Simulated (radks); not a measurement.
The numbers below are computed, except where a source is named.
Problem. Coherent X-ray form factor from a spherical all-electron density. Level of theory: Dirac Kohn-Sham, LDA (Slater exchange, Perdew-Wang correlation), spin-unpolarised, spherical densities, point nucleus (a radial shooting solver on a logarithmic mesh with Libxc functionals).

sin(theta)/lambda (1/angstrom),f0 (electrons)
0.05,7.966
0.1,7.864
0.15,7.699
0.2,7.476
0.25,7.204
0.3,6.892
0.4,6.185
0.5,5.434
0.6,4.702
0.8,3.457
1,2.587
1.25,1.942
1.5,1.601
2,1.274

The species is in the configuration that NIST lists as its ground one. Which atom or ion scatters so?

Solution. The silicon ion Si6+, [He] 2s2 2p4. Extrapolating in s^2 from the first two rows gives f0(0) = 8.0, near the electron count 8; among species with that count, the fall with angle is slower the higher Z, and the table is that of Z = 14; from so few rows the species is fixed only to a neighbour or two.
